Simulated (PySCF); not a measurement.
Where the electron goes

Species: GeH3PHPF2, F₂GeH₄P₂.
Atom-mapped SMILES: `[F:1][P:2]([F:3])[PH:4][GeH3:5]` (hydrogens: H6 on P4; H7, H8, H9 on Ge5)

Structure used (PBE0-D3(BJ)/def2-SVP), in Å, numbered top down from 1:
```
atom  x, y, z in Å
F1     3.1058    0.2513    0.8694
P2     1.5709    0.0749    1.3328
F3     1.3872   -1.4734    0.8841
P4     0.5893    0.9860   -0.4572
Ge5   -1.3554   -0.2864   -0.2314
H6     0.0831    2.0719    0.3256
H7    -2.4980    0.5563   -0.8201
H8    -1.1613   -1.5733   -1.0409
H9    -1.6595   -0.6235    1.2401
```

Theory: TDDFT B3LYP/def2-SVPD, vertical, gas phase, core orbitals frozen in the response in PySCF. Relativistic effects, spin–orbit coupling among them, are left out although an element past zinc is present.

Kohn–Sham orbitals with the atoms that hold most of them (Löwdin shares over 4%, at most four atoms; ? is withheld):

| orbital | ε (eV) | atoms |
| --- | --- | --- |
| HOMO-3 | -9.78 | Ge5 40%, H7 29%, H9 16%, P2 5% |
| HOMO-2 | -9.52 | Ge5 32%, H8 26%, P4 19%, H6 10% |
| HOMO-1 | -8.23 | ? |
| HOMO | -7.14 | ? |
| LUMO | -1.33 | P2 35%, Ge5 16%, P4 14%, F1 10% |
| LUMO+1 | -1.05 | P2 38%, P4 32%, Ge5 10%, F1 6% |
| LUMO+2 | -0.36 | P4 32%, Ge5 22%, P2 17%, H9 12% |

Problem. Give the leading atoms of the HOMO-1.

Solution. P4 (bonded to Ge, P and H) 44%; Ge5 (bonded to P and 3 H) 19%; P2 (bonded to 2 F and P) 13%; F1 (bonded to P) 7%. By element: phosphorus 57%, germanium 19%, fluorine 7% or more.

Problem. Which atoms hold the HOMO, and with what shares?

Solution. P4 (bonded to Ge, P and H) 41%; P2 (bonded to 2 F and P) 36%; F3 (bonded to P) 8%; F1 (bonded to P) 7%. By element: phosphorus 77%, fluorine 15%.

Problem. How does S1 compare with the orbital gap of 5.81 eV?

Solution. S1 is at 4.75 eV (f = 0.013), 1.06 eV below the gap, made of HOMO→LUMO (98%). Without the coupling terms of the response equations the lowest excitation would equal the gap.

Problem. Give energy, strength and leading configuration of S1 and S2, and follow the Löwdin shares of the leading atoms from the occupied to the empty orbital.

Solution. 
- S1 (4.75 eV, f 0.013), HOMO→LUMO (98%): P4 41% → 14%, P2 36% → 35%, Ge5 at most 8% → 16%
- S2 (5.51 eV, f 0.129), HOMO→LUMO+1 (80%): P4 41% → 32%, P2 36% → 38%

Löwdin shares depend on the basis, the more so with diffuse functions.

One conformer stands for the species.
